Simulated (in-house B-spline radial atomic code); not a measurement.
A fraction x of an electron is removed from 4d in the rhodium ion Rh³⁺, starting from [Kr] 4d6 and keeping the highest spin. Computed with a B-spline radial code for spherical atoms: scalar-relativistic (X2C) RPBE, spin-polarised, spherical fractional occupations, Fermi nucleus of rms radius 4.4945 fm.

```csv
x,E(x) - E(0) (eV),4d down level (eV)
0,0.0000,-37.483
0.09,3.4292,-38.723
0.17,6.5714,-39.834
0.28,11.0376,-41.372
0.44,17.8375,-43.632
0.5,20.4810,-44.486
0.52,21.3736,-44.772
0.65,27.3150,-46.637
0.78,33.4999,-48.518
0.9,39.4268,-50.266
1,44.5265,-
```

The exact functional would give a straight line between the two integer points. Deviations E(x) - E(0) - x[E(1) - E(0)], in eV: -0.578 at x = 0.09, -0.998 at x = 0.17, -1.43 at x = 0.28, -1.754 at x = 0.44, -1.782 at x = 0.5, -1.78 at x = 0.52, -1.627 at x = 0.65, -1.231 at x = 0.78, -0.647 at x = 0.9.

The curve lies below the straight line by up to 1.782 eV (at x = 0.5): convex, the delocalisation error that favours fractional charges.

**Question.** How well does Slater's transition state (minus the level at half occupation) give the ionisation energy?

**Answer.** It gives 44.486 eV against 44.526 eV from the two total energies; NIST lists 42.00 eV, ground level to ground level.
